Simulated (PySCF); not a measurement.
CH₄N, SMILES [CH2]N, multiplicity 2. The structure is a stationary point at PBE0-D3(BJ)/def2-TZVP. The isomer is the one that the SMILES or the coordinates give; other isomers of the formula were not compared.

The numbers are results of PBE0-D3(BJ)/def2-TZVP run with PySCF, not measurements.

Harmonic wavenumbers (cm⁻¹): 445, 599, 681, 938, 1250, 1325, 1478, 1653, 3166, 3278, 3572, 3675. Rotational constants (GHz): 147.4, 27.75, 23.99; symmetry number 1.

### Question
Work out the zero-point energy and the ideal-gas rigid-rotor harmonic-oscillator thermochemistry at 298.15 K and 1 atm.

### Answer
ZPE = ½ Σ hcν = ½ × 22060 cm⁻¹ = 131.95 kJ/mol. H − E(el) = 143.51 kJ/mol. Entropy in J/(mol K): translation 151.19, rotation 78.38, vibration 7.48, spin 5.76, total 242.81. G − E(el) = 71.12 kJ/mol. Cp = 50.65 J/(mol K).
